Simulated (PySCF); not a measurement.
Species: C₃H₅GeNO.
Z-matrix (Å and degrees, PBE0-D3(BJ)/def2-SVP geometry), rows numbered from 1:
```
Ge
C   1  1.9441
C   2  1.3679  1  133.38
C   3  1.4204  2  103.39  1  -179.39
N   4  1.3068  3  111.62  2    -0.10
O   2  1.3433  1  117.99  3  -179.43
H   1  1.5352  2  106.75  3    -3.58
H   1  1.5350  2  109.35  3  -123.39
H   1  1.5354  2  109.27  3   116.07
H   3  1.0868  2  128.01  1     0.68
H   4  1.0903  3  129.14  2   179.88
```

Method used: PBE0-D3(BJ)/def2-SVP geometry optimisation, gas phase in PySCF 2.14.0.

Masses are those of the commonest isotopes; rigid-rotor values at the optimised geometry. 

Q: What are A, B and C (MHz)?

A: Ia = 57.42, Ib = 405.68, Ic = 456.72 u·Å²; 505379 MHz·u·Å²/I gives A = 8802, B = 1246, C = 1107 MHz.

Q: Classify the top.

A: A near-prolate asymmetric top. Ray's parameter κ = (2B − A − C)/(A − C) = -0.964; −1 is the prolate and +1 the oblate limit.

Q: What does the inertial defect say?

A: Not planar: Δ = Ic − Ia − Ib = -6.38 u·Å². For a rigid frame Δ = −2 Σ m c², so Σ m c² = 3.19 u·Å² lies off the ab plane, practically all of it from hydrogen. The atom farthest from that plane is 1.30 Å away.

Q: Give the other two planar moments, Paa and Pbb, and the rms extents of the mass along the axes.

A: Paa = Σ m a² = (Ib + Ic − Ia)/2 = 402.49 and Pbb = Σ m b² = (Ia + Ic − Ib)/2 = 54.23 u·Å². With the mass M = 144.96 u, the rms extents √(P/M) along a, b and c are 1.67, 0.61, 0.15 Å.

Q: Give the coordinates in the principal-axis frame, origin at the centre of mass.

A: The sense of each axis is arbitrary; atoms in the order of the calculation.
```csv
atom,mass (u),a (Å),b (Å),c (Å)
Ge1,73.921,-1.451,-0.001,-0.001
C2,12.000,0.488,0.139,0.006
C3,12.000,1.353,1.198,0.003
C4,12.000,2.631,0.578,-0.004
N5,14.003,2.534,-0.725,-0.002
O6,15.995,1.202,-0.999,0.003
H7,1.008,-1.998,1.431,0.081
H8,1.008,-1.906,-0.826,1.212
H9,1.008,-1.906,-0.680,-1.300
H10,1.008,1.114,2.258,0.006
H11,1.008,3.620,1.038,-0.010
```

Q: List the rotational levels J(Ka,Kc) to J = 2 (MHz).

A: Above 0(0,0):
J = 1: 1(0,1) 2352, 1(1,1) 9908, 1(1,0) 10047
J = 2: 2(0,2) 7055, 2(1,2) 14473, 2(1,1) 14891, 2(2,1) 37559, 2(2,0) 37560
The levels of one J sum to (2J + 1)J(J + 1)(A + B + C)/3.

Q: Predict some low-J microwave lines.

A: The dipole components are |μa| = 1.41 D, |μb| = 2.49 D, |μc| = 0.00 D. Intensities carry the squares of the components, which stand as 0.32 : 1.00 : 0.00 (a : b : c). Some of the stronger lines:

```tsv
type	branch	J(Ka,Kc)	MHz	lower level (cm⁻¹)
a	Q	2(1,1) ← 2(1,2)	418	0.483
a	Q	3(1,2) ← 3(1,3)	835	0.711
a	R	1(0,1) ← 0(0,0)	2352	0.000
a	R	3(1,3) ← 2(1,2)	6847	0.483
a	R	3(0,3) ← 2(0,2)	7049	0.235
a	R	3(2,1) ← 2(2,0)	7064	1.253
a	R	3(1,2) ← 2(1,1)	7264	0.497
a	R	4(0,4) ← 3(0,3)	9390	0.470
a	R	4(2,3) ← 3(2,2)	9408	1.488
a	R	4(3,2) ← 3(3,1)	9413	2.760
a	R	4(2,2) ← 3(2,1)	9427	1.489
b	R	1(1,1) ← 0(0,0)	9908	0.000
b	R	4(1,4) ← 3(0,3)	16343	0.470
b	Q	4(2,2) ← 4(1,3)	22212	1.062
b	Q	3(2,2) ← 3(1,3)	23295	0.711
b	Q	4(2,3) ← 4(1,4)	23576	1.016
b	R	2(2,0) ← 1(1,1)	27652	0.330
b	R	3(2,2) ← 2(1,1)	29724	0.497
b	R	3(2,1) ← 2(1,2)	30151	0.483
b	R	4(2,3) ← 3(1,2)	31867	0.739
b	Q	4(3,1) ← 4(2,2)	38105	1.803
b	Q	4(3,2) ← 4(2,3)	38134	1.802
b	Q	4(4,1) ← 4(3,2)	53374	3.074
b	R	4(4,1) ← 3(3,0)	62787	2.760
b	R	4(4,0) ← 3(3,1)	62787	2.760
```

Whether it is a minimum is left open (no frequencies). Zero-point vibration and centrifugal distortion are left out. A rigid rotor knows nothing of internal rotation, which can split or shift real lines. Quadrupole hyperfine structure (14N) is left out.
